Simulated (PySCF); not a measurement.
SMILES [SiH3]/C=C\c1ccco1 (C6H8OSi) (GFN2-xTB optimised geometry):

```
16

Si     0.355    -2.542    -0.026
C     -1.231    -1.537    -0.008
C     -1.394    -0.209     0.001
C     -0.384     0.813     0.000
C      0.993     0.813     0.000
C      1.393     2.166     0.000
C      0.244     2.898     0.000
O     -0.827     2.097     0.000
H      1.145    -2.248    -1.225
H     -0.028    -3.956    -0.042
H      1.155    -2.278     1.175
H     -2.144    -2.119    -0.004
H     -2.396     0.210     0.009
H      1.636    -0.040     0.001
H      2.396     2.541     0.000
H      0.068     3.956     0.000
```

Method: CAM-B3LYP/def2-TZVP run with PySCF 2.14.0.

Q: What are the frontier orbital energies and the dipole moment?

A: HOMO-2 -10.14 eV, HOMO-1 -9.60 eV, HOMO -7.41 eV, LUMO -0.24 eV, LUMO+1 1.83 eV; dipole moment 0.84 D.

Meta-Löwdin charges at CAM-B3LYP/def2-TZVP: Si1 0.51, C2 -0.38, C3 -0.09, C4 0.16, C5 -0.18, C6 -0.18, C7 0.04, O8 -0.24, H9 -0.10, H10 -0.10, H11 -0.10, H12 0.13, H13 0.13, H14 0.13, H15 0.13, H16 0.14.
